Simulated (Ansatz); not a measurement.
`[SiH3][Zn][Cl]` + H–F → `[F][Zn][Cl]` + SiH₄ at 298.15 K and 1 bar (cleavage of the Zn–Si bond).

Program: Ansatz. Geometries: PBE0-D4/def2-TZVP. ΔE: electronic, gas phase. CBS: MP2 limit from def2 TZ/QZ plus the TZ coupled-cluster correction, frozen cores. This one scheme is used for every species. For Zn outer-core shells are correlated without core-valence functions, which leaves a few kJ/mol of doubt a bond. Scalar relativity is left out up to krypton.

| species | CCSD(T)/CBS energy (Eh) | H − E (kJ/mol) | S (J/(mol·K)) |
| --- | --- | --- | --- |
| `[SiH3][Zn][Cl]` | -2529.09474 | 84.7 | 313.8 |
| H–F | -100.39570 | 33.5 | 173.6 |
| `[F][Zn][Cl]` | -2338.03728 | 21.5 | 270.7 |
| SiH₄ | -291.46306 | 92.1 | 204.8 |

H − E and S are ideal-gas, rigid-rotor, harmonic terms from PBE0-D4/def2-TZVP. 1 Eh = 2625.50 kJ/mol, R = 8.31446 J/(mol·K).

Q: By hand: ΔE, ΔH, ΔS and ΔG.

A: ΔE = (-2338.03728) + (-291.46306) − (-2529.09474) − (-100.39570) = -0.00990 Eh = -26.0 kJ/mol. Δ(H − E) = 21.5 + 92.1 − 84.7 − 33.5 = -4.6, so ΔH = -30.6 kJ/mol. ΔS = 270.7 + 204.8 − 313.8 − 173.6 = -11.9 J/(mol·K). ΔG = -30.6 − 298.15 × (-11.9)/1000 = -27.1 kJ/mol.

Q: By hand: the equilibrium constant, and the temperature at which ΔG would vanish if ΔH and ΔS stayed fixed.

A: log₁₀ K = −ΔG/(RT ln 10) = 4.7. ΔG = 0 at ΔH/ΔS = 2571 K, far beyond where these terms or the molecules hold.

The number of gas molecules stays the same, so ΔS is small and ΔH decides. A doubt of 5 kJ/mol in ΔE shifts log₁₀ K by 0.9 here. These are equilibria of isolated gas molecules and say nothing of rates. Largest T1 diagnostic: 0.016 (customary marks: 0.02 for closed shells, 0.045 for open ones).
